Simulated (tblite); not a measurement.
O2Ti, triplet, geometry from GFN2-xTB (such geometries of metal compounds can be far from the true shape) (the multiplicity is a formal guess); GFN1-xTB (tblite 0.6.0).

The tblite input:
```
$ tblite run mol.xyz --method gfn1 --charge 0 --spin 2 --guess eeq --json tblite.json --no-restart

# file mol.xyz
3

Ti     0.08713546     0.01667738     0.10503988
O      1.09419603     0.19006438    -1.18532302
O     -1.33381854    -0.23592717     0.89646335
```

The log (banner, timings and long lists left out):

```
xTB calculator
 | screened Coulomb repulsion
 | Coulomb electrostatics
 |  * isotropic Klopman-Ohno-Mataga-Nishimoto electrostatics
 |  * onsite third-order electrostatics
 | DFT-D3(BJ) dispersion correction

halogen bonding energy    0.0000000000000E+00 Eh
repulsion energy          4.8321458935648E-02 Eh
dispersion energy        -4.5673321028946E-04 Eh
number of electrons       1.6000000000000E+01 e
integral cutoff           3.9599309224301E+01 bohr

------------------------------------------------------------
  cycle        total energy    energy error   density error
------------------------------------------------------------
      1     -9.885817473101  -9.9336822E+00   3.3438162E+00
      2     -7.493984013433   2.3918335E+00   1.8556789E+00
      3     -8.068151163118  -5.7416715E-01   1.3537677E+00
      4     -14.39723967716  -6.3290885E+00   3.8456783E+00
      5     -7.818312311059   6.5789274E+00   1.7859466E+00
      6     -9.061225524311  -1.2429132E+00   1.1709478E+00
      7     -7.962968265335   1.0982573E+00   1.4219216E+00
      8     -8.002488770448  -3.9520505E-02   1.4039905E+00
      9     -10.41551479701  -2.4130260E+00   7.3415096E-01
     10     -10.46589593553  -5.0381139E-02   6.4438372E-01
     11     -9.683752349060   7.8214359E-01   9.5899578E-01
     12     -10.18270494001  -4.9895259E-01   7.4400298E-01
     13     -10.00647779459   1.7622715E-01   7.7312062E-01
     14     -10.50378774057  -4.9730995E-01   3.4709671E-01
     15     -10.51228648126  -8.4987407E-03   1.7948201E-01
     16     -10.52201018742  -9.7237062E-03   4.6645222E-02
     17     -10.51369169258   8.3184948E-03   6.6679696E-02
     18     -10.51733157087  -3.6398783E-03   5.3850064E-02
     19     -10.51135848731   5.9730836E-03   7.2686766E-02
     20     -10.51287390934  -1.5154220E-03   6.8334640E-02
     21     -10.50950027353   3.3736358E-03   7.7620110E-02
     22     -10.50918355161   3.1672192E-04   7.8451469E-02
     23     -10.51152618559  -2.3426340E-03   7.2217468E-02
     24     -10.51204744086  -5.2125526E-04   7.0898478E-02
     25     -10.52293008521  -1.0882644E-02   2.8968787E-02
     26     -10.52418356901  -1.2534838E-03   1.4792523E-02
     27     -10.52456503229  -3.8146328E-04   7.4109067E-03
     28     -10.52465655144  -9.1519153E-05   3.6397475E-03
     29     -10.52466935148  -1.2800038E-05   2.7523057E-03
     30     -10.52467382670  -4.4752250E-06   2.2653145E-03
     31     -10.52467501182  -1.1851177E-06   2.0377474E-03
     32     -10.52467934043  -4.3286059E-06   1.0583837E-03
     33     -10.52468092372  -1.5832943E-06   2.9831698E-04
     34     -10.52468111197  -1.8824242E-07   4.7727816E-05
     35     -10.52468111710  -5.1324989E-09   1.5112372E-06
------------------------------------------------------------

electronic energy        -1.0572545842823E+01 Eh
total energy             -1.0524681117098E+01 Eh

Post processing:
 | Mayer-Wiberg bond orders

[Info] JSON dump of results written to 'tblite.json'
```
